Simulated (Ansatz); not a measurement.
Ansatz (a program for electronic structure) input (CCSD(T)/def2-SVPD):

Ansatz 0.2 input:
```yaml
crystal:
  periodic: [false, false, false]
  atoms:
    - {symbol: Cd, position_ang: [0.34110285, 0.02362310, 0.39285555]}
    - {symbol: Cl, position_ang: [1.14225306, 0.37527594, -1.98908894]}
    - {symbol: Cl, position_ang: [-2.10536699, -0.44197646, 0.87984973]}
basis:
  gaussian:
    orbitals: def2-SVPD
total_charge: -1
magnetization: {spin_polarized: true, initial_magnetization: 1}
correlation: {method: ccsd_t, electrons: outside_noble_gas}
output: {forces: true}
```

End of the output:

```
mean field evaluation 2: about -29542.8458 eV, gradient 8.5e0 eV
mean field evaluation 4: about -29543.7551 eV, gradient 1.6e0 eV
mean field evaluation 8: about -29543.8408 eV, gradient 3.3e-1 eV
mean field evaluation 16: about -29543.8443 eV, gradient 4.2e-5 eV
mean field evaluation 32: about -29540.8679 eV, gradient 3.1e-1 eV
mean field evaluation 64: about -29540.8711 eV, gradient 4.7e-4 eV
mean field -29543.84428006 eV, -1085.7162517552 hartree, gradient 5.1e-6 eV, S^2 0.754084; 1 other end points of the search recorded, 0 dependent functions left out
determinant -29543.84428006 eV, -1085.7162517552 hartree, with singles and doubles -29559.80556902 eV, -1086.3028183057 hartree
determinant -29540.87109237 eV, -1085.6069891231 hartree, with singles and doubles -29556.82591638 eV, -1086.1933180909 hartree
14 core orbitals not correlated
reference -29543.84428006 eV, -1085.7162517552 hartree; 14, 13 occupied and 60, 61 virtual orbitals, 824 factors
densities: 0.76 GiB planned
second order -15.58446174 eV of doubles, -0.00000000 eV of singles
coupled cluster: 0.56 GiB planned
cycle   1  -15.96249977 eV  change   -1.2e-3 eV  update   9.2e-4
cycle   2  -15.96274195 eV  change   -2.4e-4 eV  update   5.9e-4
cycle   3  -15.96288715 eV  change   -1.5e-4 eV  update   3.0e-4
cycle   4  -15.96284997 eV  change    3.7e-5 eV  update   9.7e-5
cycle   5  -15.96294895 eV  change   -9.9e-5 eV  update   2.6e-5
cycle   6  -15.96299194 eV  change   -4.3e-5 eV  update   1.0e-5
cycle   7  -15.96299574 eV  change   -3.8e-6 eV  update   4.8e-6
cycle   8  -15.96299138 eV  change    4.4e-6 eV  update   2.3e-6
cycle   9  -15.96299007 eV  change    1.3e-6 eV  update   7.4e-7
perturbative correction -0.37826260 eV, -0.0139008942 hartree
the calculation of the forces begins
Total energy: -29560.18553273 eV, -1086.3167817143 hartree
Atom 0 at     0.341103     0.023623     0.392856 Å, force     0.021866     0.001514     0.025183 eV/Å
Atom 1 at     1.142253     0.375276    -1.989089 Å, force    -0.041683    -0.008495     0.014573 eV/Å
Atom 2 at    -2.105367    -0.441976     0.879850 Å, force     0.019817     0.006981    -0.039756 eV/Å
Dipole moment:     0.405430     0.028078     0.466942 e Å
```

The spin state was set by rule; other spins were not relaxed.
